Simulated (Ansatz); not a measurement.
Isolated molecules relaxed with PBE0-D4/def2-TZVP in Ansatz; ΔE leaves out vibrations. CBS: MP2 limit from def2 TZ/QZ plus the TZ coupled-cluster correction, frozen cores. This one scheme is used for every species. Functionals use def2-TZVPP. Each species was taken in one conformer, which may not be the lowest.

`O=CB[SiH3]` + `C[O][Al]([OH])[F]` → `[OH][Al]([F])[O][SiH3]` + `CBC=O`  (redistribution)

**Question.** Is it downhill or uphill in electronic energy at CCSD(T)/CBS, and by how much? (Best estimate.)

**Answer.** Computed: Downhill: ΔE = -55.8 kcal/mol.

**Question.** What do these levels give: PBE-D4, BHLYP-D4, ωB97X-V, ωB97M-V, B2PLYP, revPBE, PBE0, HF/def2-SVP, MP2/def2-SVP, CCSD(T)/def2-SVP, SCS-MP2/def2-QZVPP, HF/CBS(def2)? (An estimate is asked.)

**Answer.** Computed: PBE-D4 -47.4, BHLYP-D4 -58.6, ωB97X-V -54.1, ωB97M-V -55.7, B2PLYP -55.6, revPBE -47.6, PBE0 -51.8, HF/def2-SVP -59.5, MP2/def2-SVP -54.0, CCSD(T)/def2-SVP -50.6, SCS-MP2/def2-QZVPP -58.5, HF/CBS(def2) -63.6 kcal/mol.

Largest T1 diagnostic among the species: 0.021, so the coupled-cluster value is less sure than usual.

In def2-TZVPP, CCSD(T) changes the Hartree–Fock value by +8.1 kcal/mol (the triples alone add +1.8 kcal/mol) and MP2 by +5.2 kcal/mol. From PBE to PBE0 (25 % exact exchange), in def2-TZVPP and without D4, ΔE moves by −4.3 kcal/mol. At CCSD(T), def2-SVP lies +5.2 kcal/mol from the extrapolated value and def2-TZVPP +0.9 kcal/mol.
